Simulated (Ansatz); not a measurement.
Total energies of the cluster Li8S4 from Ansatz at r2SCAN-D4/def2-TZVP, gas phase (1 Eh = 27.2114 eV = 2625.5 kJ/mol). The reference geometry is relaxed at PBE0-D4/def2-SVP.

```xyz
12

Li    0.4547   -0.9701    2.3375
Li   -1.6013    1.1933   -0.5400
Li   -2.2235   -1.2202    0.3907
Li   -0.0269    2.1633    1.3720
Li    0.1263    0.6322   -2.4840
Li    2.4878    0.6326   -0.1496
Li    0.6012   -2.2962   -0.9881
Li    0.1584   -0.1189    0.0528
S    -1.3990    0.3795    1.8127
S     1.9425   -1.4398    0.6601
S     0.7289    2.0570   -0.7904
S    -1.2491   -1.0127   -1.6736
```

| state | geometry | energy (Eh) |
| --- | --- | --- |
| charge 0 singlet | reference | -1653.47077 |
| charge 1 doublet | reference | -1653.21513 |
| charge 0 triplet | relaxed at PBE0-D4/def2-SVP | -1653.35802 |
| charge 0 quintet | relaxed at PBE0-D4/def2-SVP | -1653.26090 |
| free Li atom (doublet) | – | -7.47953 |
| free S atom (triplet) | – | -398.08366 |

(1) Work out the vertical ionisation energy to the doublet.

(2) Which of the charge 0 states is lowest, and how far above it are the others?

(3) What is the binding energy per atom against free atoms?

(1) E(charge 1 doublet) − E(charge 0 singlet) = -1653.21513 − (-1653.47077) = 0.25564 Eh = 6.96 eV. For comparison, −ε of the highest occupied level is 4.86 eV at this level, 2.10 eV less.

(2) The singlet. triplet: -1653.35802 − (-1653.47077) = 0.11275 Eh = 296.0 kJ/mol; quintet: -1653.26090 − (-1653.47077) = 0.20987 Eh = 551.0 kJ/mol. The triplet differs in its bonds from the reference. The quintet differs in its bonds from the reference.

(3) Atoms: 8 × (-7.47953) + 4 × (-398.08366) = -1652.17088 Eh. Binding: -1652.17088 − (-1653.47077) = 1.29989 Eh = 35.37 eV, or 2.95 eV for each of 12 atoms (no zero-point energy, no counterpoise term).

At r2SCAN-D4/def2-TZVP the gap within one spin of the charge 1 doublet nearly closes, so an electron or hole may be smeared out by delocalisation error. 

The structure comes from a short search, and lower isomers may exist.
